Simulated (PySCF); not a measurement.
C$_{4}$H$_{3}$S (SMILES [c]1ccsc1), doublet, geometry from GFN2-xTB. Base run: SVWN5/STO-3G (PySCF).

The PySCF input:
```python
from pyscf import gto, scf, dft

mol = gto.Mole()
mol.atom = '''
    S    -0.00426082    0.01335767    1.14805323
    C     0.01929047    1.29020021   -0.06753540
    C    -0.01728820   -1.19482996   -0.08588622
    C     0.01570540    0.73094110   -1.26843948
    C    -0.00465609   -0.66848623   -1.33994694
    H     0.03310944    2.31060780    0.24930890
    H    -0.03364272   -2.22856990    0.19962805
    H    -0.00960313   -1.24271139   -2.24694036
'''
mol.basis = 'sto-3g'
mol.spin = 1
mol.verbose = 3
mol.build()

mf = dft.UKS(mol)
mf.xc = 'lda,vwn'
mf.kernel()
```

The base run was repeated with changes; each row names its change, and settings that it needs were set with it.

```json
[
 {"change": "base", "ΔE vs base (mEh)": "0.000", "grid points": "104776", "electrons on the grid": "43.00000"},
 {"change": "grids.atom_grid = (99, 590)", "ΔE vs base (mEh)": "-0.003", "grid points": "254824", "electrons on the grid": "43.00000"},
 {"change": "grids.atom_grid = (50, 194)", "ΔE vs base (mEh)": "-0.040", "grid points": "52376", "electrons on the grid": "42.99998"},
 {"change": "grids.radi_method = mura_knowles", "ΔE vs base (mEh)": "0.000", "grid points": "98512", "electrons on the grid": "43.00000"},
 {"change": "grids.level = 5", "ΔE vs base (mEh)": "-0.003", "grid points": "285584", "electrons on the grid": "43.00000"},
 {"change": "grids.level = 1", "ΔE vs base (mEh)": "-0.035", "grid points": "34456", "electrons on the grid": "42.99999"},
 {"change": "grids.level = 0", "ΔE vs base (mEh)": "-58.415", "grid points": "7832", "electrons on the grid": "42.99895"},
 {"change": "grids.prune = dft.gen_grid.sg1_prune", "ΔE vs base (mEh)": "-0.050", "grid points": "44608", "electrons on the grid": "42.99997"},
 {"change": "small_rho_cutoff = 0", "ΔE vs base (mEh)": "0.000", "grid points": "104776", "electrons on the grid": "43.00000"},
 {"change": "grids.level = 2", "ΔE vs base (mEh)": "0.003", "grid points": "72696", "electrons on the grid": "43.00000"},
 {"change": "grids.atom_grid = (150, 974)", "ΔE vs base (mEh)": "-0.003", "grid points": "635760", "electrons on the grid": "43.00000"}
]
```

Open shells are given as the SCF converged; they aren't shown to be the lowest states, and a large step between rows can be another state.
